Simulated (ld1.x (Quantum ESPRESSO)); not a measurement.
**Mn: from the effect back to the setting (ultrasoft)**

Base potential:

ld1.x (Quantum ESPRESSO) 7.5 input, shortened:

```
&input
   title='Mn', zed=25., rel=1, dft='PW91', iswitch=3,
   config='[Ar] 3d5 4s1 4p1'
 /
 &inputp
   pseudotype=3, tm=.true., lloc=-2, rcloc=1.45,
   nlcc=.false.,
   which_augfun='PSQ', rmatch_augfun_nc=.true.
 /
6
4S  1  0   1.00   0.00  2.40  2.95  0.0
4S  1  0   0.00   0.40  2.40  2.95  0.0
4P  2  1   1.00   0.00  2.05  2.45  0.0
4P  2  1   0.00   1.70  2.05  2.45  0.0
3D  3  2   5.00   0.00  1.55  1.75  0.0
3D  3  2   0.00  -0.10  1.55  1.75  0.0
 &test
   configts(1)='3d5 4s1 4p1'
 /
```

Cutoffs, loose and tight: the cutoffs (Ry, on a coarse ladder) from which the occupation-weighted sum of valence levels, in a spherical-Bessel basis at the reference potential, stays within 10 and 1 mRy of its value at 400 Ry. They do not see the model core or the augmentation charge, which bear on the density cutoff. Test errors are all-electron minus pseudo excitation energies from the reference, over the configurations 3d5 4s2 4p0; 3d5 4s1 4p0; 3d5 4s0 4p0; 3d6 4s1 4p0; 3d4 4s2 4p0; 3d5.5 4s1.5 4p0; 3d5 4s0 4p2; variants that change the core or the reference have their own tests.

Only the p radius is moved (2 further runs of the sweep failed or gave no value and are left out):

```csv
p radius (bohr),"cutoff, loose","cutoff, tight",bound ghosts,largest test error (meV),median size of the test errors
2.14,35 Ry,55 Ry,p,-105,12.9 meV
2.44,35 Ry,55 Ry,none,-96,10.6 meV
2.66,35 Ry,55 Ry,none,-88,8.8 meV
3.2,35 Ry,55 Ry,none,-80,5.6 meV
3.46,35 Ry,55 Ry,none,-78,4.5 meV
3.72,35 Ry,55 Ry,none,-76,3.6 meV
```

**Question.** One more run gave cutoff, loose: 35 Ry; cutoff, tight: 55 Ry; bound ghosts: none; largest test error (meV): -83; median size of the test errors: 7.1 meV. Which value of the p radius was used?

**Answer.** 2.96 bohr. The median size of the test errors moves one way along this sweep, from 12.9 meV at 2.14 to 3.6 meV at 3.72 bohr, which places the run between 2.66 and 3.2 bohr.
